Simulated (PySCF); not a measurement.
```xyz
3
charge 0 multiplicity 2, angstrom
Tc   -1.1147    0.0000   -0.7388
N    -2.4907    0.0000    0.0210
I     1.1468    0.0000    0.5752
```

Level of theory: UPBE0/[Tc def2-TZVP with ECP28, N def2-TZVP, I def2-TZVP with ECP28], scalar-relativistic core potentials, density fitting, no spin–orbit coupling, PySCF.

This geometry of ITcN is a stationary point at this level.

Question: What is the point group?

Answer: Cs.

Question: Is it a minimum?

Answer: Yes: all harmonic wavenumbers are real.

Question: Which band is strongest in the infrared?

Answer: 1227 cm⁻¹ (a'), 114 km/mol.

Question: What are the dipole moment and the gap between the highest occupied and lowest empty levels of either spin?

Answer: 3.84 D and 2.79 eV.

Question: What is the atomisation energy, with and without zero-point energy?

Answer: 787 kJ/mol without, 777 kJ/mol with.

Only a few start shapes were tried, so a lower isomer may exist. With open d or f shells other occupations or spin states may lie lower. Spin–orbit coupling, left out here, can matter for elements this heavy.
